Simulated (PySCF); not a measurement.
All values below come from PBE-D3(BJ)/def2-TZVP // TPSS-D3(BJ)/def2-SVP (PySCF 2.14.0). Isolated molecules, 0 K electronic values unless said otherwise. 

Reference species: [Ti(Br)(H)3] (neutral, multiplicity 1).

- coordination number = 4
- mean distance from the central atom to its bonded neighbours = 1.850 Å
- HOMO–LUMO gap = 3.15 eV

Changed species: [Ti(Br)4] (0 of 4 Br replaced by H; the reference has 3 of 4 Br replaced by H).

Question: Predict the effect on the coordination number, mean distance from the central atom to its bonded neighbours and HOMO–LUMO gap.

Answer: the coordination number hardly moves; the mean distance from the central atom to its bonded neighbours rises by 0.476 Å, to 2.326 Å; the HOMO–LUMO gap decreases by 0.14 eV, to 3.01 eV.
